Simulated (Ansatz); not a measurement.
```yaml
crystal:
  periodic: [false, false, false]
  atoms:
    - {symbol: Cr, position_ang: [0.302541, -0.914231, 0.022482]}
    - {symbol: Cr, position_ang: [0.786932, 0.683637, -0.005642]}
    - {symbol: O, position_ang: [-1.089483, 0.230594, -0.016830]}
basis:
  gaussian: {orbitals: cc-pVDZ}
magnetization: {spin_polarized: false, initial_magnetization: 2}
hamiltonian: {xc: {name: wB97X-V}}
scf: {omitted_lower_state_checks: [starts]}
```

```sh
$ ansatz run in.yaml --threads 4 --pin off --events-out ev --progress --plain --max-ram 3916MiB
```

It prints (some lines left out):

```
Functional definition: wB97X-V
  name "wB97X-V"
  cite "Mardirossian & Head-Gordon, Phys. Chem. Chem. Phys. 16, 9904 (2014) doi:10.1039/C3CP54374A"
  cite "Becke, J. Chem. Phys. 107, 8554 (1997) doi:10.1063/1.475007"
  cite "Vydrov & Van Voorhis, J. Chem. Phys. 133, 244103 (2010) doi:10.1063/1.3521275"
  parameter omega = 0.3/bohr
  parameter cx = 0.167
  parameter cx1 = 0.603
  parameter cx2 = 1.194
  parameter css0 = 0.556
  parameter css1 = -0.257
  parameter cos0 = 1.219
  parameter cos1 = -1.850
  parameter b = 6.0
  parameter c = 0.01
  exchange = spin_sum(e_x_unif_sr(omega)*poly(b97_u_x, 1 - cx, cx1, cx2)) + cx*exact_x_sr(omega) + exact_x_lr(omega)
  correlation = spin_sum(e_c_pw_same_spin*poly(b97_u_same, css0, css1))
      + integral(e_c_pw_opposite_spin*poly(b97_u_opposite, cos0, cos1)) + vv10(b, c)
these checks for a lower state are left out or cut short: starts
1076 factors; integrals over basis functions are off by at most 6.1e-4 eV
238 factors; integrals over basis functions are off by at most 1.7e-5 eV
mean field evaluation 1: about -58871.3445 eV, gradient 5.9e1 eV
mean field evaluation 2: about -58871.3586 eV, gradient 5.9e1 eV
mean field evaluation 4: about -58872.1604 eV, gradient 6.9e1 eV
mean field evaluation 8: about -58878.0055 eV, gradient 6.4e-1 eV
mean field evaluation 16: about -58878.0154 eV, gradient 2.4e-2 eV
mean field evaluation 32: about -58878.0154 eV, gradient 1.2e-4 eV
mean field -58878.01543153 eV, -2163.7271581565 hartree, gradient 2.6e-5 eV, S^2 2.000000; 0 other end points of the search recorded, 0 dependent functions left out
reference -58878.01542958 eV, -2163.7271580849 hartree; 29, 27 occupied and 71, 73 virtual orbitals, 1076 factors
Total energy: -58878.01542958 eV, -2163.7271580849 hartree
Checks for a lower state left out: starts
```

Run time 12 s (4 threads of Arm Neoverse V2 on a shared host).

With spin_polarized false and unpaired electrons the run is restricted open-shell.
